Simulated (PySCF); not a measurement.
EPR parameters of C7H7ClN

C7H7ClN (doublet state).
Structure used (GFN2-xTB), in Å, numbered top down from 1:
```
atom  x, y, z in Å
C1    -2.7984   -1.4256   -0.9032
C2    -2.0425   -0.5740   -0.2151
C3    -0.6572   -0.3163   -0.5227
C4     0.0996    0.5481    0.1573
C5     1.5734    0.7510   -0.1148
C6     1.9145    2.1545   -0.0274
N7     2.1580    3.2678    0.0511
C8     2.2783   -0.0285    0.9432
Cl9    2.6034   -1.6673    0.6824
H10   -3.8301   -1.6017   -0.6538
H11   -2.4062   -1.9777   -1.7416
H12   -2.4562   -0.0292    0.6234
H13   -0.2405   -0.8621   -1.3597
H14   -0.2959    1.0937    1.0023
H15    1.8362    0.3786   -1.1105
H16    2.2558    0.2976    1.9684
```

The hyperfine couplings belong to this conformer and change with its torsions.

The species is `C([C@H](/C=C/C=C)[CH]Cl)#N` [radical].

Method: UKS B3LYP, pcH-1 on C Cl H N, non-relativistic, mean-field spin-orbit, GIAO (PySCF 2.14.0). One conformer (not necessarily the lowest) at the GFN2-xTB geometry, without solvent, vibrations or thermal averaging. A GFN2-xTB geometry isn't a minimum of the functional, and hyperfine couplings can be far from their values at a DFT geometry. The SCF solution wasn't tested for stability.

| Property | Result |
| --- | --- |
| g1, g2, g3 | 2.00164, 2.00707, 2.00863 |
| g_iso | 2.00578 |
| Form of g | rhombic: the two nearest values differ by 22 % of g3 − g1 |
| ⟨S²⟩ | 0.7566 (exact 0.7500) |
| HOMO–LUMO gap, α and β orbitals | 4.63, 4.27 eV |
| Total energy | -785.81712 Eh |
| Basis functions | 305 |

Isotropic coupling and dipolar principal values T1 to T3, in mT; ρ(0) is the spin density at the nucleus (MHz turned into mT with g_iso):

```tsv
atom	isotope	a_iso	of which spin–orbit	T1	T2	T3	Mulliken spin population	ρ(0) (bohr⁻³)
C1	13C	0.18	0.00	-0.16	-0.14	0.30	0.06	0.0044
C2	13C	-0.10	0.00	-0.14	0.05	0.10	-0.03	-0.0026
C3	13C	0.29	0.00	-0.24	-0.20	0.44	0.08	0.0074
C4	13C	1.91	0.00	-0.42	-0.03	0.45	-0.02	0.0477
C5	13C	-0.81	0.00	-0.09	-0.02	0.10	-0.05	-0.0202
C6	13C	0.74	0.00	-0.05	-0.05	0.10	0.01	0.0184
N7	14N	0.00	0.00	-0.01	0.00	0.01	0.00	0.0000
C8	13C	4.75	0.02	-2.82	-2.80	5.62	0.90	0.1183
Cl9	35Cl	0.25	0.00	-1.12	-0.75	1.87	0.09	0.0164
H10	1H	-0.12	0.00	-0.08	-0.01	0.09	0.00	-0.0008
H11	1H	-0.12	0.00	-0.05	-0.01	0.06	0.00	-0.0008
H12	1H	0.05	0.00	-0.04	-0.03	0.07	0.00	0.0003
H13	1H	-0.13	0.00	-0.09	0.01	0.08	0.00	-0.0008
H14	1H	0.01	0.00	-0.13	-0.08	0.21	0.00	0.0001
H15	1H	0.57	0.00	-0.18	-0.13	0.32	0.01	0.0036
H16	1H	-1.93	0.00	-1.28	-0.08	1.36	-0.04	-0.0122
```

The Mulliken spin populations are largest on C8 (+0.90), Cl9 (+0.09) and C3 (+0.08). No atom but C8 exceeds +0.15. The angles at C8 add up to 356.1°, so it is nearly planar; its axial dipolar tensor and the negative coupling of its proton fit spin in a p orbital normal to that plane.

Under fast tumbling the dipolar parts average out, and these isotropic splittings remain (the largest six): 1 × 1H (H16, I = 1/2, 2 lines) with 1.93 mT, 1 × 1H (H15, I = 1/2, 2 lines) with 0.57 mT, 1 × 35Cl (Cl9, I = 3/2, 4 lines) with 0.25 mT, 1 × 1H (H13, I = 1/2, 2 lines) with 0.13 mT, 1 × 1H (H11, I = 1/2, 2 lines) with 0.12 mT and 1 × 1H (H10, I = 1/2, 2 lines) with 0.12 mT.

Main isotope only: 35Cl (natural samples also hold 24 % 37Cl, magnetic too, which adds its own pattern).

The 13C coupling of C8 (133.5 MHz) shows only in satellite lines or after enrichment, since that isotope makes up about 1.07 % of natural carbon.

The run took 2.0 min wall (grids of density and orbitals included) on an AMD EPYC 7R43 with one thread, shared host with 256 logical CPUs at a one-minute load of 55, and the process peaked at 1.2 GiB of memory.
